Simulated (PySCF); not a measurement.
C3H12OSi2. Atoms are numbered in the order given.

```xyz
18

C     -3.0590    -0.0209    -0.7195
C     -2.6942     0.1051     0.7593
C     -1.3770    -0.5751     1.1138
O     -0.3162     0.0344     0.3813
Si     1.2581    -0.5699     0.3863
Si     2.4662     0.8106    -1.0780
H     -2.2535     0.4014    -1.3522
H     -3.9994     0.5158    -0.9553
H     -3.1938    -1.0835    -1.0123
H     -3.4893    -0.3344     1.4002
H     -2.6170     1.1767     1.0439
H     -1.1846    -0.4923     2.2101
H     -1.4364    -1.6656     0.8730
H      1.8483    -0.5398     1.7785
H      1.2783    -2.0116    -0.0712
H      2.4517     2.2348    -0.5920
H      3.8960     0.3408    -1.1514
H      1.8705     0.7587    -2.4591
```

Coordinates come from a PBE-D3(BJ)/def2-SVP optimisation. The values are those of a single conformer.

Computed with TDA-M06-2X/def2-SVPD (PySCF 2.14.0).

Vertical excitations. 

| state | energy (eV) | λ (nm) | f | main pairs |
|---|---|---|---|---|
| S1 | 6.70 | 185 | 0.029 | HOMO→LUMO 88 % |
| S2 | 6.93 | 179 | 0.004 | HOMO−1→LUMO 86 % |
| S3 | 7.44 | 167 | 0.028 | HOMO→LUMO+3 86 % |
| S4 | 7.61 | 163 | 0.006 | HOMO→LUMO+1 83 % |
| S5 | 7.90 | 157 | 0.575 | HOMO→LUMO+2 79 % |
| S6 | 8.06 | 154 | 0.035 | HOMO−1→LUMO+1 69 % |
| T1 | 6.07 | 204 | 0 | HOMO→LUMO 87 % |
| T2 | 6.60 | 188 | 0 | HOMO−1→LUMO 52 %, HOMO→LUMO+3 34 % |
Triplets are in the Tamm–Dancoff approximation.
